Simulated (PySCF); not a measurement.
**Atomic charges by several schemes**

H₉NSi₄.
Cartesian coordinates in Å at the GFN2-xTB level; atoms count from 1:
```xyz
14
H9NSi4 angstrom
N      2.115   -1.384    0.202
Si     0.880   -0.590   -0.723
Si     0.380    1.689   -0.290
Si    -1.749    1.048    0.488
Si    -1.261   -1.212    0.040
H      3.082   -1.208   -0.021
H      2.011   -1.438    1.202
H      1.322   -0.920   -2.088
H      1.232    2.389    0.687
H      0.403    2.613   -1.433
H     -2.901    1.622   -0.222
H     -2.042    1.379    1.890
H     -1.334   -2.127    1.190
H     -2.139   -1.861   -0.944
```

Density: PBE0/pcSseg-1 (PySCF); schemes: Mulliken, IAO, Hirshfeld and ESP-fitted. Geometry: GFN2-xTB, one conformer, isolated molecule.

Q: What partial charge does each atom carry?

A: In e; atoms taken as equivalent share a row and are averaged (×n: the atom named and its like, n in all):

```tsv
atom	environment	Mulliken	IAO	Hirshfeld	ESP-fitted
N1	silicon-bound nitrogen	-0.614	-0.816	-0.317	-0.952
Si2	SiH silicon	+0.323	+0.510	+0.225	+0.423
Si3/Si5	SiH2 silicon	+0.018	+0.104	+0.129	+0.013
Si4	SiH2 silicon	+0.005	+0.142	+0.133	+0.112
H6/H7	N–H hydrogen	+0.194	+0.260	+0.115	+0.372
H8	Si–H hydrogen	-0.032	-0.100	-0.078	-0.081
H9/H13	Si–H hydrogen	-0.017	-0.077	-0.074	-0.031
H10/H14	Si–H hydrogen	-0.020	-0.077	-0.076	-0.049
H11	Si–H hydrogen	-0.015	-0.077	-0.074	-0.054
H12	Si–H hydrogen	-0.019	-0.078	-0.076	-0.058
```

Mean size of the charges over all atoms: IAO 0.197 e, ESP-fitted 0.188 e, Hirshfeld 0.121 e, Mulliken 0.108 e. Each set sums to the total charge, 0, to within 0.001 e. The Hirshfeld scheme weights the molecular density at each point by an atom's share of the summed free-atom densities.

Some averages cover members that differ in this geometry: Si3/Si5, ESP-fitted -0.012 to +0.038; Si3/Si5, IAO +0.083 to +0.125 e.

Lowest charge. All schemes agree: Mulliken N1 (-0.614); IAO N1 (-0.816); Hirshfeld N1 (-0.317); ESP-fitted N1 (-0.952).

Highest charge. All schemes agree: Mulliken Si2 (+0.323); IAO Si2 (+0.510); Hirshfeld Si2 (+0.225); ESP-fitted Si2 (+0.423).

Q: How closely do the schemes follow one another over all atoms?

A: Correlation coefficient and root-mean-square difference: Mulliken with ESP-fitted 0.99, 0.122 e; Mulliken with IAO 0.98, 0.101 e; IAO with ESP-fitted 0.97, 0.073 e; IAO with Hirshfeld 0.94, 0.163 e; Hirshfeld with ESP-fitted 0.86, 0.208 e; Mulliken with Hirshfeld 0.85, 0.111 e.

Q: Sum the charges by element, for elements with more than one atom.

A: 
```csv
element,atoms,Mulliken,IAO,Hirshfeld,ESP-fitted
Si,4,+0.365,+0.860,+0.616,+0.561
H,9,+0.249,-0.044,-0.298,+0.390
```

Q: How many electrons does the Mulliken scheme count on Si4?

A: Z − q = 14 − (+0.005) = 13.995.
